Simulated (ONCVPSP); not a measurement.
Before and after: ONCV potential for silicon (Si)

```json
{
 "Element": "Si (Z = 14)",
 "Generator": "ONCVPSP 4.0.1",
 "Type": "optimised norm-conserving Vanderbilt (ONCV)",
 "Functional": "PBE",
 "Relativity": "scalar-relativistic",
 "Frozen core": "[Ne]",
 "Valence charge": "4",
 "Reference configuration": "3s2 3p1 (charge +1)",
 "Partial waves": "3s: rc 1.80 bohr, ncon 3, nbas 6, qcut 4 1/bohr, 3 projectors, debl 0.6 Ha; 3p: rc 2.05 bohr, ncon 3, nbas 6, qcut 4.3 1/bohr, 2 projectors, debl 2.3 Ha; d scattering state at 0.05 Ha: rc 1.65 bohr, ncon 4, nbas 9, qcut 6.5 1/bohr, 1 projector",
 "Local potential": "polynomial inside 1.25 bohr (lpopt 3, dvloc0 0 Ha)",
 "Core correction": "polynomial model core, fcfact 0.35"
}
```

In the s channel the program set the typed energies aside and used -0.700, 0.250, 0.850 Ha.

Change: s: rc 1.65, qcut 4.4, nproj 0; local potential the s channel.

Cutoffs: the cutoffs (Ha) at which the residual kinetic energy of the hardest occupied pseudo-wave falls to 1 and 0.1 mHa per electron; they do not see the model core or the augmentation charge, which bear on the density cutoff. Errors are all-electron minus pseudo energies relative to the spin-unpolarised reference configuration.

Question: How do hardness, ghosts and transferability respond?

Answer: The potential gets neither clearly harder nor softer (7.2 Ha and 20 Ha → 7.9 Ha and 11 Ha); of the 4 tests that both files solve, the error grows in 3 and shrinks in 1 by more than 15 % and 0.3 meV (median size 3.1 → 3.8 meV); neither file shows a bound ghost.

| quantity | base | changed |
| --- | --- | --- |
| cutoff, loose | 7.2 Ha | 7.9 Ha |
| cutoff, tight | 20 Ha | 11 Ha |
| loose cutoff by channel | s 7.2 Ha, p 3.4 Ha | s 7.9 Ha, p 3.4 Ha |
| bound ghosts | none | none |
| GHOST(+) flags under 300 eV | s at 135.1 eV | none |
| error for 3s2 3p2, meV [ΔE -7.74 eV] | +1.3 | +1.7 |
| error for 3s2 3p0, meV [ΔE 15.99 eV] | +4.3 | +5.9 |
| error for 3s1 3p0, meV [ΔE 49.96 eV] | +33 | +51 |
| error for 3s1 3p2, meV [ΔE 7.43 eV] | -1.9 | +0.9 |
| p: phases at 2.08 bohr within 0.05 rad from the reference energy up to (Ha; the scan ends near 5) | 2.9 | 3.0 |
| d: phases at 1.67 bohr within 0.05 rad from the reference energy up to (Ha; the scan ends near 5) | 3.5 | 2.8 |
| rms error of d²Exc/dni dnj with the model core, mHa | 0.69 | 0.94 |
